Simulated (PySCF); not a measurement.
InCl, SMILES [Cl][In] (connectivity only; charge and spin as stated), neutral, multiplicity 1. Heavy atoms are numbered as in [In:1][Cl:2].

Geometry optimised at PBE0-D3(BJ)/def2-TZVP. The def2 effective core potentials stand for the cores of In; spin–orbit coupling is left out.

All values below come from PySCF with PBE0/def2-TZVPD.

Mulliken values depend strongly on the basis, most of all with diffuse functions as here. ESP charges are fitted to the potential on shells at 1.4 to 2.0 van der Waals radii. Atomic charges (e), one atom of each kind:

```csv
atom,ESP fit,Mulliken
In1,0.33,0.53
Cl2,-0.33,-0.53
```
